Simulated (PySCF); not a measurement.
Partial charges of `CC(F)(F)[SiH2][SiH2]N`

Compound: C₂H₉F₂NSi₂.
Geometry (GFN2-xTB, Å), atoms numbered from 1 in this order:
```
atom  x, y, z in Å
C1    -2.7751    0.6174    0.1544
C2    -1.5212   -0.2214    0.2566
F3    -1.6053   -1.2655   -0.6434
F4    -1.5030   -0.8522    1.4847
Si5    0.1843    0.6688    0.0006
Si6    1.8185   -0.9516    0.1936
N7     3.2917   -0.0691    0.0140
H8    -3.6578   -0.0007    0.3116
H9    -2.7439    1.3984    0.9080
H10   -2.8230    1.0682   -0.8322
H11    0.1412    1.7408    1.0103
H12    0.0048    1.3494   -1.2894
H13    1.7103   -1.7156    1.4515
H14    1.8598   -1.9185   -0.9070
H15    4.1507   -0.5842   -0.0903
H16    3.4605    0.7445    0.5828
```

Density: PBE0/pcSseg-1 (PySCF); schemes: Mulliken, IAO, Hirshfeld and ESP-fitted. One conformer (not necessarily the lowest) at the GFN2-xTB geometry, without solvent, vibrations or thermal averaging.

Question: At which atom do the 4 schemes differ most?

Answer: At N7: from -0.994 (ESP-fitted) to -0.322 e (Hirshfeld), 0.672 e apart.

Question: For which atoms does the sign change between the 4 schemes (beyond +0.03 e in one, beyond −0.03 e in another)?

Answer: For none.

Question: Do the Mulliken, IAO, Hirshfeld and ESP-fitted schemes agree on where the charge is highest?

Answer: All schemes agree: Mulliken Si6 (+0.498); IAO Si6 (+0.641); Hirshfeld Si6 (+0.291); ESP-fitted Si6 (+0.566).

Question: Give the atomic charges in each scheme.

Answer: In e:

```json
{"atom": "C1", "environment": "methyl carbon", "Mulliken": "-0.237", "IAO": "-0.449", "Hirshfeld": "-0.136", "ESP-fitted": "-0.521"}
{"atom": "C2", "environment": "CF2 carbon", "Mulliken": "+0.189", "IAO": "+0.336", "Hirshfeld": "+0.100", "ESP-fitted": "+0.463"}
{"atom": "F3", "environment": "fluorine of a CF2 group", "Mulliken": "-0.317", "IAO": "-0.318", "Hirshfeld": "-0.118", "ESP-fitted": "-0.259"}
{"atom": "F4", "environment": "fluorine of a CF2 group", "Mulliken": "-0.316", "IAO": "-0.318", "Hirshfeld": "-0.118", "ESP-fitted": "-0.250"}
{"atom": "Si5", "environment": "SiH2 silicon", "Mulliken": "+0.302", "IAO": "+0.400", "Hirshfeld": "+0.225", "ESP-fitted": "+0.071"}
{"atom": "Si6", "environment": "SiH2 silicon", "Mulliken": "+0.498", "IAO": "+0.641", "Hirshfeld": "+0.291", "ESP-fitted": "+0.566"}
{"atom": "N7", "environment": "silicon-bound nitrogen", "Mulliken": "-0.633", "IAO": "-0.842", "Hirshfeld": "-0.322", "ESP-fitted": "-0.994"}
{"atom": "H8", "environment": "methyl hydrogen", "Mulliken": "+0.132", "IAO": "+0.162", "Hirshfeld": "+0.050", "ESP-fitted": "+0.179"}
{"atom": "H9", "environment": "methyl hydrogen", "Mulliken": "+0.129", "IAO": "+0.159", "Hirshfeld": "+0.051", "ESP-fitted": "+0.146"}
{"atom": "H10", "environment": "methyl hydrogen", "Mulliken": "+0.129", "IAO": "+0.159", "Hirshfeld": "+0.051", "ESP-fitted": "+0.151"}
{"atom": "H11", "environment": "Si–H hydrogen", "Mulliken": "-0.057", "IAO": "-0.100", "Hirshfeld": "-0.074", "ESP-fitted": "-0.041"}
{"atom": "H12", "environment": "Si–H hydrogen", "Mulliken": "-0.049", "IAO": "-0.097", "Hirshfeld": "-0.071", "ESP-fitted": "-0.041"}
{"atom": "H13", "environment": "Si–H hydrogen", "Mulliken": "-0.086", "IAO": "-0.143", "Hirshfeld": "-0.088", "ESP-fitted": "-0.144"}
{"atom": "H14", "environment": "Si–H hydrogen", "Mulliken": "-0.073", "IAO": "-0.111", "Hirshfeld": "-0.073", "ESP-fitted": "-0.090"}
{"atom": "H15", "environment": "N–H hydrogen", "Mulliken": "+0.196", "IAO": "+0.262", "Hirshfeld": "+0.118", "ESP-fitted": "+0.385"}
{"atom": "H16", "environment": "N–H hydrogen", "Mulliken": "+0.193", "IAO": "+0.258", "Hirshfeld": "+0.114", "ESP-fitted": "+0.377"}
```

Mean size of the charges over all atoms: IAO 0.297 e, ESP-fitted 0.292 e, Mulliken 0.221 e, Hirshfeld 0.125 e. Each set sums to the total charge, 0, to within 0.001 e. The ESP scheme is a least-squares fit of atom-centred charges to the potential on four shells outside the van der Waals surface, with the total charge fixed. The Hirshfeld scheme divides the density at each point in proportion to the densities of the neutral, spherically averaged free atoms.

Question: How closely do the schemes follow one another over all atoms?

Answer: Correlation coefficient and root-mean-square difference: Mulliken with IAO 0.99, 0.100 e; IAO with Hirshfeld 0.98, 0.215 e; Mulliken with Hirshfeld 0.97, 0.131 e; IAO with ESP-fitted 0.96, 0.113 e; Mulliken with ESP-fitted 0.93, 0.164 e; Hirshfeld with ESP-fitted 0.90, 0.256 e.

Question: Sum the charges by element, for elements with more than one atom.

Answer: 
| element | atoms | Mulliken | IAO | Hirshfeld | ESP-fitted |
| --- | --- | --- | --- | --- | --- |
| C | 2 | -0.048 | -0.113 | -0.037 | -0.058 |
| F | 2 | -0.633 | -0.637 | -0.235 | -0.509 |
| Si | 2 | +0.801 | +1.042 | +0.516 | +0.638 |
| H | 9 | +0.514 | +0.550 | +0.078 | +0.923 |

Question: How many electrons does the ESP-fitted scheme count on N7?

Answer: Z − q = 7 − (-0.994) = 7.994.
